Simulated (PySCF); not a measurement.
# From a raw peak list to a structure

Formula C7H7N. The spectrum was simulated from the full spin Hamiltonian at 600 MHz with 1.0 Hz Lorentzian lines, from shifts rounded to 0.01 ppm and J to 0.1 Hz, couplings under 1 Hz left out.

Maxima in Hz from TMS (height), grouped by integral:
1H: 2053.2 (13), 2050.3 (28), 2048.9 (29), 2047.4 (21), 2046.0 (52), 2044.7 (21), 2043.1 (30), 2041.8 (28), 2038.9 (13)
2H: 1652.7 (7), 1649.5 (61), 1648.6 (67), 1647.7 (67), 1646.8 (62), 1644.5 (12), 1643.6 (12), 1641.3 (64), 1640.4 (69), 1639.5 (69), 1638.6 (64), 1635.5 (7)
2H: 1169.5 (100), 1166.6 (100), 1161.3 (97), 1158.4 (96)
2H: 960.7 (7), 957.5 (64), 956.6 (74), 955.7 (73), 954.8 (70), 953.2 (70), 952.2 (73), 951.5 (73), 950.5 (63), 947.4 (7)

¹³C{¹H} NMR (computed): δ 124.5 (C), 42.9 (CH), 42.0 (CH2), 33.9 (C), 17.7 (CH).

All values are calculated (PySCF): σ from GIAO-PBE0/pcSseg-1, couplings computed with B3LYP/pcJ-1 (spin–dipole term only in couplings to heteroatoms), PBE0-D3(BJ)/def2-SVP geometry. Non-relativistic, gas phase, rapidly exchanging positions averaged, single conformer.

Referencing at the same level of theory: ¹H and ¹³C against TMS.

(1) Analyse the multiplets.

(2) What is the compound?

## Answers

(1) ¹H NMR (600 MHz, computed): δ 3.41 (tt, J = 4.3, 2.9 Hz, 1H), 2.74 (m, 2H), 1.94 (dd, J = 8.2, 2.9 Hz, 2H), 1.59 (m, 2H). These are first-order names from the parameters used; overlap and second-order distortion can hide them in the list.

(2) `[C@@H]12[C@H]3C[C@@](C#N)(C1)[C@H]32`.

Atom-mapped SMILES (the numbers label the heavy atoms): `[N:1]#[C:2][C@:3]12[CH2:4][C@@H:5]3[C@H:6]([CH2:7]1)[C@H:8]23`. Each H is labelled by its parent atom. Ha(C7) is cis to C5 on the ring; Ha(C4) is cis to C6 on the ring; Hb(C7) is trans to C5 on the ring; Hb(C4) is trans to C6 on the ring.

1. δ 3.41: H(C8), hydrogen on a three-membered-ring carbon, coupled to H(C5)/H(C6) (4.3 Hz), Ha(C4)/Ha(C7) (2.9 Hz).
2. δ 2.74: Hb(C4)/Hb(C7), hydrogen on an sp3 CH2 in a ring, coupled to Ha(C4)/Ha(C7) (8.2 Hz), H(C5)/H(C6) (2.8 Hz).
3. δ 1.94: Ha(C4)/Ha(C7), hydrogen on an sp3 CH2 in a ring, coupled to Hb(C4)/Hb(C7) (8.2 Hz), H(C8) (2.9 Hz).
4. δ 1.59: H(C5)/H(C6), hydrogen on a three-membered-ring carbon, coupled to H(C8) (4.3 Hz), Hb(C4)/Hb(C7) (2.8 Hz).

The data come from this structure; uniqueness wasn't tested.

Multiplet labels drop couplings under 1 Hz and merge nearly equal ones. Couplings among chemically equivalent protons are left out too, so labels in AA′BB′ or AA′XX′ sets are apparent multiplicities. Unscaled 3J(H,H) at this level run about 10 % above measured values. Shifts are as computed. Against solution values, carbons near 30 ppm lie about +2 ppm off and those near 130 ppm about +5 ppm. Of 1211 compounds with measured shifts, 218 miss one by over three times the rms of a fit or turn the order of signals round; such compounds aren't used in these exercises.
